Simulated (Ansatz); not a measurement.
One change: `O=C([SeH])O[SiH3]` becomes `CC(=O)O[SiH3]`.

Ansatz, PBE0-D4/def2-TZVP geometries, multiplicity 1. Each molecule was computed in one conformer, which needn't be the lowest.

Scalar relativity is left out up to krypton.

```csv
property,`O=C([SeH])O[SiH3]`
size of the dipole moment (PBE/def2-TZVPP) / D,2.05
HOMO energy (B3LYP/def2-TZVPP) / eV,-7.32
HOMO energy (ωB97M-V/def2-TZVPP) / eV,-9.73
LUMO energy (B3LYP/def2-TZVPP) / eV,-0.67
size of the dipole moment (B3LYP/def2-TZVPP) / D,2.12
LUMO energy (PBE/def2-TZVPP) / eV,-1.38
```

Problem. What does the change do to each property? (Best estimate.)

Solution. Computed: 
```json
{"property": "size of the dipole moment (PBE/def2-TZVPP) / D", "`CC(=O)O[SiH3]`": "1.76", "shift": "-0.29"}
{"property": "HOMO energy (B3LYP/def2-TZVPP) / eV", "`CC(=O)O[SiH3]`": "-8.02", "shift": "-0.70"}
{"property": "HOMO energy (ωB97M-V/def2-TZVPP) / eV", "`CC(=O)O[SiH3]`": "-10.73", "shift": "-1.00"}
{"property": "LUMO energy (B3LYP/def2-TZVPP) / eV", "`CC(=O)O[SiH3]`": "-0.34", "shift": "0.33"}
{"property": "size of the dipole moment (B3LYP/def2-TZVPP) / D", "`CC(=O)O[SiH3]`": "1.81", "shift": "-0.31"}
{"property": "LUMO energy (PBE/def2-TZVPP) / eV", "`CC(=O)O[SiH3]`": "-1.21", "shift": "0.17"}
```

With PBE0 the HOMO falls by 0.72 eV and the LUMO rises by 0.37 eV, so the gap widens by about 1.09 eV. PBE moves the HOMO by -0.23 eV and ωB97M-V by -1.00 eV. Dipoles are sizes alone; their direction can turn.

B3LYP here is the variant with VWN-RPA as its local correlation; programs differ in this.
